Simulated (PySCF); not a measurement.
A calculated (UHF, PySCF 2.14, ANO-RCC-VTZP, scalar relativity by spin-free X2C-1e) atom or ion has these occupied shells.

```json
{"shell": "1s α", "electrons": "1", "orbital energy (eV)": "-428.24", "rms radius, mean of both spins (bohr)": "0.265"}
{"shell": "1s β", "electrons": "1", "orbital energy (eV)": "-424.55", "rms radius, mean of both spins (bohr)": "0.265"}
{"shell": "2s α", "electrons": "1", "orbital energy (eV)": "-32.924", "rms radius, mean of both spins (bohr)": "1.40"}
{"shell": "2p α", "electrons": "3", "orbital energy (eV)": "-16.624", "rms radius, mean of both spins (bohr)": "1.65"}
{"shell": "2p β", "electrons": "1", "orbital energy (eV)": "-8.278", "rms radius, mean of both spins (bohr)": "1.65"}
```

**Question.** Name the element and its charge.

**Answer.** N (nitrogen, neutral), in [He] 2s1 2p4, high-spin 4P determinant (an excited configuration).
